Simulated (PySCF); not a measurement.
Geometries of 4 isomers of C4H8Se, from PySCF, PBE0-D3(BJ)/def2-SVP geometry optimisation, gas phase. One conformer each, no zero-point energy, no frequencies.

Question: Which is lowest in electronic energy at this level?
A.
```xyz
13
angstrom
C     -2.217    0.578   -0.273
C     -0.760    0.254   -0.188
C     -0.264   -0.986   -0.279
Se     1.535   -1.544   -0.191
C      2.389    0.173    0.061
H     -2.423    1.279   -1.100
H     -2.572    1.069    0.650
H     -2.826   -0.324   -0.432
H     -0.082    1.102   -0.041
H     -0.936   -1.839   -0.426
H      2.190    0.833   -0.795
H      2.046    0.643    0.992
H      3.468   -0.020    0.127
```
B.
```xyz
13
angstrom
C      1.414    1.126    0.024
C      1.229   -0.182    0.220
C      0.461   -1.071   -0.689
Se    -1.221   -1.670    0.136
C     -2.061    0.074    0.243
H      1.970    1.738    0.739
H      1.022    1.630   -0.866
H      1.627   -0.653    1.127
H      0.227   -0.583   -1.646
H      1.000   -2.007   -0.901
H     -1.401    0.779    0.769
H     -2.301    0.456   -0.759
H     -2.990   -0.051    0.816
```
C.
```xyz
13
angstrom
C     -1.650   -0.093    0.368
C     -0.706    0.537   -0.659
C      0.674    0.742   -0.101
C      1.574   -0.447   -0.136
Se     1.176    2.290    0.589
H     -2.652   -0.225   -0.064
H     -1.296   -1.081    0.701
H     -1.739    0.554    1.253
H     -0.642   -0.118   -1.546
H     -1.115    1.505   -0.982
H      1.796   -0.707   -1.186
H      1.069   -1.329    0.296
H      2.517   -0.270    0.394
```
D.
```xyz
13
angstrom
C      1.808    0.828    0.079
C      1.655   -0.222    0.891
Se     0.319   -1.552    0.886
C     -0.825   -0.883   -0.544
C     -1.703    0.287   -0.142
H      1.121    1.061   -0.738
H      2.658    1.502    0.215
H      2.378   -0.405    1.694
H     -0.174   -0.647   -1.399
H     -1.427   -1.757   -0.835
H     -2.314    0.621   -0.997
H     -1.104    1.143    0.201
H     -2.383    0.008    0.676
```

Answer: C. That is `CCC(C)=[Se]`, 5.2 kcal/mol below the next.

```
     SMILES              atoms numbered as above       E (Eh)  relative (kcal/mol)  relative (kJ/mol)  dipole (D)
CCC(C)=[Se]  [CH3:1][CH2:2][C:3]([CH3:4])=[Se:5]  -2557.90028                  0.0                0.0        2.76
C/C=C/[Se]C  [CH3:1]/[CH:2]=[CH:3]/[Se:4][CH3:5]  -2557.89193                  5.2               21.9        1.33
  C=CC[Se]C   [CH2:1]=[CH:2][CH2:3][Se:4][CH3:5]  -2557.88897                  7.1               29.7        1.19
  C=C[Se]CC   [CH2:1]=[CH:2][Se:3][CH2:4][CH3:5]  -2557.88791                  7.8               32.5        1.15
```

As drawn, the highest has a C=C bond outside aromatic rings, which the lowest lacks.
